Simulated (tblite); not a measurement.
Record of a relaxation.

Compound: C₃H₈B₂ClP.
Numbering: `[BH2:1][PH:2][B:3]([Cl:4])[CH2:5][CH:6]=[CH2:7]` (hydrogens: H8, H9 on B1; H10 on P2; H11, H12 on C5; H13 on C6; H14, H15 on C7)

Computed with GFN2-xTB (tblite), gas phase: L-BFGS steps from a force-field or distance-geometry start until the largest atomic force falls under 0.01 eV/Å. 8 of its 151 geometries are shown.

Step 0: E = -543.2670 eV, largest atomic force 1.853 eV/Å
```
atom  x, y, z in Å  |  force x, y, z in eV/Å
B1      2.922    0.232    0.395   -0.978  -0.082   1.053
P2      1.584   -1.084    0.121    1.676   0.034   0.688
B3      0.308   -0.707   -1.204   -0.957  -1.075  -0.507
Cl4     0.131   -1.895   -2.611    0.361   1.134   1.231
C5     -0.860    0.357   -1.021    0.736   0.076  -1.699
C6     -1.144    0.557    0.402   -1.079   0.318   1.233
C7     -2.340    0.314    0.934    0.383   0.203   0.653
H8      3.892   -0.028    1.040   -0.576  -0.156  -0.273
H9      2.699    1.402    0.260    0.181  -0.694  -0.729
H10     1.129   -1.787    1.290    0.350   0.639  -1.259
H11    -1.749   -0.029   -1.556    0.246   0.462   0.261
H12    -0.548    1.317   -1.529   -0.399  -0.661   0.512
H13    -0.377    0.915    1.091    0.090  -0.048  -0.532
H14    -3.175   -0.049    0.347    0.158   0.118   0.258
H15    -2.475    0.492    2.017   -0.192  -0.266  -0.891
```

Step 21: E = -544.3413 eV, largest atomic force 0.225 eV/Å
```
atom  x, y, z in Å  |  force x, y, z in eV/Å
B1      2.763    0.261    0.473   -0.017  -0.025   0.032
P2      1.848   -1.194   -0.115   -0.040   0.017   0.017
B3      0.285   -0.837   -1.202    0.087   0.112   0.175
Cl4     0.143   -1.779   -2.609   -0.037   0.029  -0.021
C5     -0.813    0.298   -0.948    0.046  -0.019  -0.111
C6     -1.178    0.578    0.479   -0.040   0.014   0.011
C7     -2.369    0.341    1.000    0.026   0.017   0.068
H8      3.357    0.186    1.485   -0.145   0.053  -0.143
H9      2.913    1.168   -0.252    0.035   0.004   0.016
H10     1.342   -1.814    1.004   -0.084   0.013  -0.039
H11    -1.721    0.073   -1.516    0.008  -0.003   0.051
H12    -0.411    1.227   -1.381    0.023  -0.090   0.065
H13    -0.396    1.014    1.094    0.009  -0.138  -0.076
H14    -3.194   -0.059    0.427    0.160   0.005   0.015
H15    -2.573    0.546    2.039   -0.030   0.012  -0.059
```

Step 43: E = -544.4190 eV, largest atomic force 0.167 eV/Å
```
atom  x, y, z in Å  |  force x, y, z in eV/Å
B1      2.596    0.278    0.402   -0.070   0.054  -0.142
P2      1.773   -1.290   -0.070    0.058  -0.055   0.004
B3      0.344   -0.854   -1.268    0.038  -0.130   0.045
Cl4     0.213   -1.689   -2.745    0.066   0.098  -0.010
C5     -0.735    0.253   -0.917   -0.019  -0.008  -0.057
C6     -1.034    0.479    0.531    0.009   0.001  -0.073
C7     -2.245    0.329    1.031   -0.002  -0.009   0.030
H8      2.906    0.428    1.516    0.050   0.051   0.032
H9      2.884    1.060   -0.424    0.053  -0.080   0.062
H10     1.026   -1.555    1.055   -0.021  -0.036   0.088
H11    -1.673    0.068   -1.440   -0.065   0.027  -0.092
H12    -0.329    1.189   -1.318   -0.001   0.087  -0.051
H13    -0.201    0.782    1.153    0.022   0.000  -0.005
H14    -3.067    0.031    0.404   -0.077   0.001   0.040
H15    -2.462    0.499    2.068   -0.042  -0.003   0.128
```

Step 64: E = -544.5116 eV, largest atomic force 0.217 eV/Å
```
atom  x, y, z in Å  |  force x, y, z in eV/Å
B1      2.566    0.164    0.284   -0.068  -0.131   0.090
P2      1.593   -1.396    0.123   -0.033   0.098  -0.131
B3      0.398   -0.807   -1.226    0.143   0.154   0.056
Cl4     0.861   -1.201   -2.818   -0.124   0.079  -0.129
C5     -0.796    0.218   -0.943    0.066  -0.026  -0.120
C6     -1.083    0.441    0.504    0.025   0.044   0.133
C7     -2.245    0.318    1.113   -0.024  -0.038   0.060
H8      2.778    0.594    1.351    0.035  -0.022  -0.065
H9      3.010    0.673   -0.673    0.017  -0.080   0.048
H10     0.772   -1.413    1.227    0.052   0.073   0.183
H11    -1.718   -0.022   -1.474   -0.002  -0.060  -0.032
H12    -0.446    1.180   -1.355   -0.072  -0.133  -0.017
H13    -0.224    0.730    1.093    0.152   0.068   0.017
H14    -3.149    0.053    0.594   -0.049  -0.053  -0.029
H15    -2.322    0.476    2.177   -0.117   0.027  -0.065
```

Step 86: E = -544.7031 eV, largest atomic force 0.166 eV/Å
```
atom  x, y, z in Å  |  force x, y, z in eV/Å
B1      3.113   -0.284    0.251   -0.046   0.045  -0.096
P2      1.525   -1.172    0.188    0.024   0.105  -0.088
B3      0.460   -0.364   -1.098   -0.048   0.063  -0.046
Cl4     1.199   -0.143   -2.635    0.046  -0.070  -0.111
C5     -1.036    0.157   -0.926    0.063  -0.008   0.020
C6     -1.369    0.645    0.450   -0.118   0.047   0.000
C7     -2.466    0.287    1.092   -0.030   0.095  -0.074
H8      3.630   -0.054    1.266    0.038  -0.056   0.152
H9      3.626    0.035   -0.754   -0.066  -0.083   0.060
H10     0.868   -1.095    1.396   -0.009   0.065  -0.030
H11    -1.768   -0.612   -1.189    0.085  -0.087  -0.052
H12    -1.205    0.971   -1.641    0.018   0.026   0.070
H13    -0.669    1.348    0.885    0.004  -0.057   0.041
H14    -3.183   -0.368    0.627   -0.022  -0.115   0.058
H15    -2.730    0.657    2.065    0.060   0.032   0.096
```

Step 107: E = -544.7540 eV, largest atomic force 0.043 eV/Å
```
atom  x, y, z in Å  |  force x, y, z in eV/Å
B1      3.244   -0.382    0.296    0.014   0.025   0.007
P2      1.514   -0.878    0.193   -0.020  -0.014   0.036
B3      0.446   -0.216   -1.150    0.021   0.012   0.028
Cl4     1.174   -0.065   -2.705   -0.010  -0.016  -0.019
C5     -1.092    0.148   -0.960    0.002   0.016   0.001
C6     -1.449    0.645    0.410   -0.014   0.020   0.005
C7     -2.499    0.254    1.108   -0.014  -0.038   0.011
H8      3.771   -0.339    1.338   -0.001  -0.004  -0.002
H9      3.833   -0.171   -0.692   -0.003  -0.016  -0.010
H10     0.843   -0.759    1.386   -0.009  -0.005  -0.018
H11    -1.712   -0.725   -1.193   -0.004   0.033   0.013
H12    -1.379    0.920   -1.681   -0.001   0.002  -0.020
H13    -0.789    1.404    0.812    0.013   0.015  -0.016
H14    -3.185   -0.488    0.735    0.001  -0.032  -0.011
H15    -2.726    0.659    2.080    0.025   0.002  -0.005
```

Step 129: E = -544.7713 eV, largest atomic force 0.091 eV/Å
```
atom  x, y, z in Å  |  force x, y, z in eV/Å
B1      3.167   -0.403    0.333    0.012   0.005  -0.021
P2      1.417   -0.845    0.263    0.031  -0.011  -0.026
B3      0.407   -0.253   -1.160   -0.004   0.031   0.023
Cl4     1.119   -0.349   -2.726    0.004  -0.007   0.000
C5     -1.096    0.259   -1.013    0.035   0.020   0.000
C6     -1.445    0.707    0.373    0.046   0.003  -0.022
C7     -2.354    0.135    1.141    0.002   0.005  -0.026
H8      3.683   -0.249    1.370   -0.011  -0.005  -0.013
H9      3.776   -0.345   -0.664   -0.016  -0.011   0.018
H10     0.741   -0.530    1.414   -0.003  -0.003   0.025
H11    -1.779   -0.539   -1.318   -0.022  -0.004   0.022
H12    -1.273    1.088   -1.705    0.006   0.015  -0.016
H13    -0.871    1.554    0.736   -0.072  -0.055  -0.008
H14    -2.939   -0.702    0.794    0.020   0.010   0.033
H15    -2.557    0.480    2.140   -0.030   0.007   0.011
```

Step 150: E = -544.7756 eV, largest atomic force 0.009 eV/Å
```
atom  x, y, z in Å  |  force x, y, z in eV/Å
B1      3.192   -0.464    0.323    0.003  -0.001   0.005
P2      1.418   -0.792    0.287   -0.001   0.006   0.003
B3      0.412   -0.202   -1.134    0.007  -0.006  -0.001
Cl4     1.136   -0.311   -2.697   -0.001  -0.001   0.002
C5     -1.101    0.284   -1.015    0.000   0.000  -0.003
C6     -1.498    0.742    0.354   -0.005  -0.002   0.003
C7     -2.349    0.111    1.143   -0.005  -0.003   0.000
H8      3.735   -0.335    1.349   -0.001  -0.001  -0.001
H9      3.784   -0.462   -0.685   -0.001   0.001  -0.003
H10     0.770   -0.450    1.448    0.002  -0.003   0.003
H11    -1.756   -0.539   -1.316   -0.007  -0.003  -0.003
H12    -1.286    1.095   -1.726   -0.006   0.006  -0.002
H13    -1.024    1.657    0.688    0.003   0.000   0.005
H14    -2.838   -0.799    0.835    0.008   0.005   0.001
H15    -2.598    0.475    2.125    0.004   0.002  -0.007
```

**Question.** Summarise the path.

**Answer.** The energy falls by 145.56 kJ/mol from step 0 to step 150; nine tenths of that is first reached at step 74. It rises by more than 0.2 meV at step 67. The largest force goes from 1.853 to 0.009 eV/Å. Among the bonds B3–Cl4 changes most, from 1.850 to 1.725 Å; the atoms move by 1.017 Å rms after alignment.

The cost below is that of the whole relaxation. Hardware: an Arm Neoverse N1 with one thread (shared host). Cost: 1.9 s.
